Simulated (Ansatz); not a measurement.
Reaction (isomerisation): `[CH3][Zn][SiH2]N` → `N[CH]([SiH3])[ZnH]`

Computed with Ansatz on PBE0-D4/def2-TZVP structures; ΔE is electronic, products minus reactants. CBS: MP2 limit from def2 TZ/QZ plus the TZ coupled-cluster correction, frozen cores. DFT in def2-TZVPP. For Zn outer-core shells are correlated without core-valence functions, which leaves a few kJ/mol of doubt a bond. Scalar relativity is left out up to krypton. One conformer a species, not always the lowest.

(1) Is it downhill or uphill in electronic energy at CCSD(T)/CBS, and by how much? (An estimate is asked.)

(2) What do these levels give: ωB97M-V, B2PLYP, PBE, MP2/def2-TZVPP, HF/def2-QZVPP, SCS-MP2/def2-QZVPP? (Best estimate.)

Largest T1 diagnostic among the species: 0.014.

## Answers

(1) The calculation gave: Uphill: ΔE = +167.5 kJ/mol.

(2) The calculation gave: ωB97M-V 163.9, B2PLYP 167.6, PBE 162.6, MP2/def2-TZVPP 164.8, HF/def2-QZVPP 173.0, SCS-MP2/def2-QZVPP 165.8 kJ/mol.

In def2-TZVPP, CCSD(T) changes the Hartree–Fock value by −11.6 kJ/mol (the triples alone add −2.9 kJ/mol) and MP2 by −8.0 kJ/mol. The D4 term adds −7.7 kJ/mol with B3LYP and −4.0 kJ/mol with PBE0; it sums over pairs of atoms, weighted by their polarisabilities, and B3LYP, whose exchange is more repulsive, gets the larger term.

B3LYP here is the variant with VWN-RPA as its local correlation; programs differ in this.
